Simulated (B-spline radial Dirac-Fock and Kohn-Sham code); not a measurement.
# Binding energies of Co⁺ in different valence configurations

Level of theory: Dirac-Fock energy differences between relaxed states, corrected for Breit and QED terms; a B-spline atomic structure program. Correlation and solid-state effects are left out.

Reference: the tabulated ground configuration [Ar] 3d8, with 1s 7724.9 eV, 2s 944.0 eV, 2p1/2 810.1 eV, 2p3/2 795.6 eV, 3p1/2 80.88 eV, 3p3/2 79.11 eV, Kα1 6929.3 eV, Kβ1 7645.8 eV.

Question: One of these configurations gives the following shifts from the reference, in eV: average energy +5.31, 1s +9.08, 2s +9.95, 2p1/2 +9.86, 2p3/2 +9.86, 3p1/2 +8.10, 3p3/2 +8.05, Kα1 -0.79, Kβ1 +1.02. Which?
A. [Ar] 3d6 4s2
B. [Ar] 3d7 4p1
C. [Ar] 3d7 4s1

Answer: B. The others give [Ar] 3d7 4s1: 1s +7.40; [Ar] 3d6 4s2: 1s +16.27.

Values without a named source are computed, but for edge energies of neutral atoms, which are taken from tables.
